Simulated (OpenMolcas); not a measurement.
# C4H11As (tert-butylarsine): the HOMO–LUMO gap, rung by rung

The species is C4H11As (16 atoms), meant as a singlet with charge 0. SMILES: `CC(C)(C)[AsH2]`. Geometry: relaxed at PBE0-D4/def2-TZVP. This is one conformer, not always the lowest.

Each level gives the HOMO–LUMO gap (eV). The values are calculated.

| level | kind | program | value (eV) | CPU time |
| --- | --- | --- | --- | --- |
| HF/6-31G* (spherical functions) | Hartree–Fock | OpenMolcas | 13.41 | 18 s |
| SVWN5/6-31G* (spherical functions) | LDA | OpenMolcas | 5.55 | 59 s |
| BLYP/6-31G* (spherical functions) | GGA | OpenMolcas | 5.65 | 82 s |
| TPSS/6-31G* (spherical functions) | meta-GGA | OpenMolcas | 5.93 | 97 s |
| BHLYP/6-31G* (spherical functions) | global hybrid | OpenMolcas | 9.54 | 81 s |
| B2PLYP/6-31G* (spherical functions) | double hybrid | OpenMolcas | 9.77 | 45 s |

All-electron rows without a relativistic Hamiltonian named are non-relativistic. The values span 5.55 to 13.41 eV. Orbital gaps aren't excitation energies, and those of double hybrids come from the SCF part alone; they tend to grow with the share of exact exchange. CPU times are rough (shared hosts, several kinds of processor): they show what a rung costs within a factor of a few.
